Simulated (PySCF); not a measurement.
**Computed vibrations of Hg(BH4)2**

Hg(BH4)2 (singlet). PySCF 2.14.0, RKS BP86, Hg def2-SVP with ECP60, B def2-SVP, H def2-SVP; non-relativistic Hamiltonian with scalar-relativistic core potentials where named; density fitting; no spin-orbit coupling. Central differences of gradients.

```xyz
11

Hg    0.0000    0.0000    0.0000
B     0.0082    0.2617    2.3203
H     0.1109   -0.5692    3.2234
H     1.0022    0.9725    2.2282
H    -1.1043    0.7726    2.2711
H     0.0994   -0.8785    1.6073
B    -0.0082   -0.2617   -2.3203
H    -0.1109    0.5692   -3.2234
H     1.1043   -0.7726   -2.2711
H    -1.0022   -0.9725   -2.2282
H    -0.0994    0.8785   -1.6073
```

Run from Python with OMP_NUM_THREADS=2. Where DIIS fails, smearing, a level shift and second-order steps follow.
It took 3.5 min on 2 threads of Intel(R) Xeon(R) Platinum 8259CL CPU @ 2.50GHz (Skylake/Cascade Lake) (shared host).

(1) What are the harmonic wavenumbers and infrared intensities?

(2) Is this a minimum?

## Answers

(1) Negative numbers are unstable modes, those under 60 cm⁻¹ near the noise; a finer grid moves soft modes by up to 10 cm⁻¹.
| cm⁻¹ | km/mol |
| --- | --- |
| -6 | – |
| 80 | 0.6 |
| 101 | 4.3 |
| 162 | 0.0 |
| 274 | 2.5 |
| 283 | 16.1 |
| 287 | 0.0 |
| 438 | 278.5 |
| 614 | 0.0 |
| 855 | 0.0 |
| 916 | 43.7 |
| 979 | 0.0 |
| 984 | 3.8 |
| 1055 | 0.0 |
| 1055 | 0.1 |
| 1066 | 122.2 |
| 1068 | 0.0 |
| 1232 | 0.0 |
| 1303 | 218.3 |
| 1764 | 0.0 |
| 1800 | 282.9 |
| 2389 | 28.3 |
| 2390 | 0.0 |
| 2479 | 60.9 |
| 2480 | 0.0 |
| 2509 | 143.5 |
| 2510 | 0.0 |

(2) Yes, within the noise of the softest modes.
